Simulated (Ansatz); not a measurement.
Consider the substitution at a C–C bond: `C=CC(F)S` + `[SiH3]N[SiH2]Cl` → `C=CN([SiH3])[SiH2]Cl` + `FCS`.

Isolated molecules relaxed with PBE0-D4/def2-TZVP in Ansatz; ΔE leaves out vibrations. CCSD(T)/CBS adds triple-zeta CCSD(T) − MP2 to the extrapolated MP2 energy (def2 sets, frozen cores). DFT in def2-TZVPP. Each species was taken in one conformer, which may not be the lowest.

```tsv
level	ΔE (kJ/mol)	difference from CCSD(T)/CBS
PBE-D4	30.2	-8.9
ωB97X-V	36.2	-2.9
ωB97M-V	37.1	-2.0
B2PLYP	39.5	0.4
PBE0	37.5	-1.6
HF/def2-TZVPP	49.2	10.1
MP2/def2-TZVPP	36.2	-2.9
CCSD(T)/def2-TZVPP	38.1	-1.0
MP2/def2-QZVPP	36.7	-2.4
CCSD/CBS(def2)	41.4	2.3
CCSD(T)/CBS	39.1	0
```

Largest T1 diagnostic among the species: 0.012.

In def2-TZVPP, CCSD(T) changes the Hartree–Fock value by −11.1 kJ/mol (the triples alone add −2.2 kJ/mol) and MP2 by −13.0 kJ/mol. The D4 term adds −8.6 kJ/mol with B3LYP and −4.7 kJ/mol with PBE0; it sums over pairs of atoms, weighted by their polarisabilities, and B3LYP, whose exchange is more repulsive, gets the larger term.

B3LYP here is the variant with VWN-RPA as its local correlation; programs differ in this.
